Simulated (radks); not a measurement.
Results of a calculation; reference values are marked as such.
The mean radii <r> (bohr) of the occupied orbitals of an atom or ion are listed with their occupations. Level of theory: Dirac Kohn-Sham, PBE, spin-unpolarised, spherical densities, finite nucleus; Fermi nuclear charge, rms radius of each element as measured or else 0.836 A^(1/3) + 0.57 fm (a radial shooting solver on a logarithmic mesh with Libxc functionals).

| orbital | occ. | <r> |
|---|---|---|
| 1s1/2 | 2 | 0.1036 |
| 2s1/2 | 2 | 0.5194 |
| 2p1/2 | 2 | 0.4834 |
| 2p3/2 | 4 | 0.4857 |
| 3s1/2 | 2 | 1.820 |
| 3p1/2 | 0.666667 | 2.133 |
| 3p3/2 | 1.33333 | 2.139 |

Name the element and its charge. Open shells, if any, are shared by 2j + 1.

Answer. Z = 15, phosphorus, charge +1: P+ in [Ne] 3s2 3p2. The 1s radius gives Z: for a bare nucleus <r> = (2 gamma + 1)/(2Z) with gamma = sqrt(1 - (Z/c)^2), 0.0996 bohr for Z = 15, and screening makes it slightly larger (0.1036 here). The occupations add up to 14, and the charge is Z minus that.
